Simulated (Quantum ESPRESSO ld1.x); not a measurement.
ld1.x (Quantum ESPRESSO 7.5) input

```
 &input
    zed=76.0,
    iswitch=1,
    rel=1,
    dft='RXC-VWN',
    config='[Ar] 3d10 4s2 4p1',
    verbosity='high',
    prefix='ld1',
    max_out_wfc=37,
    file_charge='ld1.rho',
 /
```

Output (excerpt):

```
     Program LD1 v.7.5 starts

     --------------------------- All-electron run ----------------------------

     scalar relativistic calculation

     atomic number is 76.00
     dft =RXC-VWN   lsd =0 sic =0 latt =0  beta=0.20 tr2=1.0E-14
     Exchange-correlation= RXC-VWN
                           (   3   2   0   0   0   0   0)
     mesh =2117 r(mesh) =  99.21276 a.u. xmin = -8.00 dx = 0.00800
     1 Ry =  13.60569312 eV, c = 137.03599908

     n l     nl                  e(Ry)          e(Ha)          e(eV)
     1 0     1S 1( 2.00)   -5559.520697644   -2779.760348822 -75641.1325231
     2 0     2S 1( 2.00)   -1104.632007095    -552.316003548 -15029.2841024
     2 1     2P 1( 6.00)    -984.828667556    -492.414333778 -13399.2766295
     3 0     3S 1( 2.00)    -375.491284694    -187.745642347  -5108.8191899
     3 1     3P 1( 6.00)    -340.057817960    -170.028908980  -4626.7223152
     3 2     3D 1(10.00)    -301.781398580    -150.890699290  -4105.9450993
     4 0     4S 1( 2.00)    -181.933004796     -90.966502398  -2475.3246322
     4 1     4P 1( 1.00)    -168.457460535     -84.228730268  -2291.9805123

     final scf error:  7.5E-15 reached in  20 iterations

     Etot =  -31637.042362 Ry,  -15818.521181 Ha, -430443.889694 eV

     Ekin =   35219.818116 Ry,   17609.909058 Ha,  479190.037128 eV
     Encl =  -72604.425220 Ry,  -36302.212610 Ha, -987833.528913 eV
     Eh   =    6165.831757 Ry,    3082.915878 Ha,   83890.414730 eV
     Exc  =    -418.267014 Ry,    -209.133507 Ha,   -5690.812639 eV
```

Run on one thread of a shared host, so times are rough (Intel(R) Xeon(R) Processor @ 2.60GHz): 0.52 s of CPU time, 1.4 s wall, 20 iterations on 2117 mesh points.
